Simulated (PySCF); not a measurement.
These are PBE-D3(BJ)/def2-TZVP // PBE0-D3(BJ)/def2-TZVP in PySCF values and carry that method's errors. All species are isolated molecules in the gas phase. One relaxed conformer stands for a flexible species; it need not be the lowest. Excitations are Tamm–Dancoff values on a coarser integration grid. The basis has no diffuse functions, so Rydberg states are missing or too high.

Reference species (SMILES): `C[SiH](C)C` (neutral, multiplicity 1).

```yaml
T1 excitation (TDA): 7.45 eV
HOMO–LUMO gap: 7.55 eV
```

Changed species: `CC[SiH2]C` (C–C–Si–C torsion 180°).

### Question
Give the shifts of the T1 excitation (TDA) and HOMO–LUMO gap.

### Answer
the T1 excitation (TDA) decreases by 0.52 eV, to 6.93 eV; the HOMO–LUMO gap falls by 0.43 eV, to 7.12 eV.
